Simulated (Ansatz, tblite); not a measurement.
Removing and adding an electron: Zn₃O₆H₆, a hydroxylated oxide cluster. Charge 0, multiplicity 1. Geometry: r2SCAN-D4/def2-SVP. Ansatz, gas phase; energy differences of separate SCF runs; the oxidised species was run as a doublet alone; the reduced species was run as a doublet alone.

```xyz
15

Zn   -2.898   -0.070    0.351
Zn   -0.003   -0.061   -0.025
Zn    2.884    0.012   -0.442
O    -1.486   -1.313   -0.026
O     1.642   -0.224    1.009
O    -4.678   -0.203    0.526
O    -1.438    1.183    0.420
O     4.634    0.085   -0.829
O     1.273    0.157   -1.476
H    -1.520   -2.273   -0.067
H     1.784   -0.095    1.951
H    -5.084    0.644    0.749
H    -1.465    2.140    0.335
H     5.184   -0.054   -0.048
H     1.169    0.071   -2.428
```

The xTB rows come from tblite. B3LYP takes the VWN-RPA correlation. HOMO above LUMO, or a gap near zero within one spin, warns that the state may not be the lowest or that an electron is smeared out.

```csv
level,−HOMO (eV),vertical IE (eV),−LUMO (eV),vertical EA (eV),HOMO–LUMO gap (eV),IE − EA (eV),remarks
GFN1-xTB,11.59,14.08,6.60,4.32,4.99,9.76,–
B3LYP-D4/def2-TZVP,7.38,9.22,1.40,0.00,5.98,9.22,HOMO above zero (-1 doublet)
PBE0-D4/def2-TZVP,7.63,9.26,1.06,-0.22,6.57,9.48,HOMO above zero (-1 doublet)
```

(1) Estimate the rows for GFN2-xTB, PBE-D4/def2-TZVP.

Results:

(1) 
```csv
level,−HOMO (eV),vertical IE (eV),−LUMO (eV),vertical EA (eV),HOMO–LUMO gap (eV),IE − EA (eV),remarks
GFN2-xTB,12.27,14.72,8.10,5.57,4.17,9.15,–
PBE-D4/def2-TZVP,6.00,8.46,1.96,0.14,4.05,8.32,"HOMO above zero (-1 doublet), gap within one spin near zero (+1 doublet)"
```

Relaxing the oxidised species (r2SCAN-D4/def2-SVP) changes its energy by -0.15 eV at PBE-D4/def2-TZVP, so the adiabatic ionisation energy to this nearest minimum is 8.31 eV. At PBE0-D4/def2-TZVP it is 9.08 eV. The gap within one spin of the relaxed charge 1 doublet nearly closes, so an electron or hole may be smeared out by delocalisation error.  Relaxing the reduced species (r2SCAN-D4/def2-SVP) changes its energy by -0.34 eV at PBE-D4/def2-TZVP, so the adiabatic electron affinity to this nearest minimum is 0.48 eV. At PBE0-D4/def2-TZVP it is -0.03 eV. The highest occupied level of the relaxed charge -1 doublet lies above zero (up to 1.40 eV). By energy differences its removal costs 0.48 eV (each at its own geometry, to the charge 0 singlet, at PBE-D4/def2-TZVP); self-interaction error and the lack of diffuse functions both raise the level.     A HOMO above zero means that the electron is unbound at that level or that self-interaction error raises the level; the energy of removing that electron tells which. Raw xTB energy differences between charge states are shifted by several eV; the methods need an empirical correction for them. Sets without diffuse functions give affinities that are too small. A negative affinity means that the extra electron isn't bound; its size then hangs on the basis.
